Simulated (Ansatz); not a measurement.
Consider the hydrogenolysis of the Si–C bond: `C[SiH](Cl)[NH][AlH2]` + H₂ → `[AlH2][NH][SiH2]Cl` + CH₄.

Isolated molecules relaxed with PBE0-D4/def2-TZVP in Ansatz; ΔE leaves out vibrations. CCSD(T)/CBS is the MP2 limit (def2-TZVPP, def2-QZVPP) plus CCSD(T) − MP2 in def2-TZVPP, frozen cores. This one scheme is used for every species. DFT in def2-TZVPP. Each species was taken in one conformer, which may not be the lowest.

```json
{"level": "PBE0-D4", "ΔE (kJ/mol)": "-16.4"}
{"level": "ωB97M-V", "ΔE (kJ/mol)": "-15.6"}
{"level": "B2PLYP", "ΔE (kJ/mol)": "-23.8"}
{"level": "PBE0", "ΔE (kJ/mol)": "-22.1"}
{"level": "HF/def2-QZVPP", "ΔE (kJ/mol)": "-40.9"}
{"level": "MP2/def2-QZVPP", "ΔE (kJ/mol)": "-12.0"}
{"level": "SCS-MP2/def2-QZVPP", "ΔE (kJ/mol)": "-18.8"}
{"level": "MP2/CBS(def2)", "ΔE (kJ/mol)": "-11.0"}
```

Problem. What does CCSD(T)/CBS give? (Estimate.)

Solution. Ansatz gave: -16.1 kJ/mol. The listed levels differ from it by -0.3, 0.5, -7.7, -6.0, -24.8, 4.1, -2.7, 5.1 kJ/mol.

Largest T1 diagnostic among the species: 0.011.

In def2-TZVPP, CCSD(T) changes the Hartree–Fock value by +22.5 kJ/mol (the triples alone add +4.2 kJ/mol) and MP2 by +27.6 kJ/mol. The D4 term adds +10.2 kJ/mol with B3LYP and +5.7 kJ/mol with PBE0; it sums over pairs of atoms, weighted by their polarisabilities, and B3LYP, whose exchange is more repulsive, gets the larger term.

B3LYP here is the variant with VWN-RPA as its local correlation; programs differ in this.
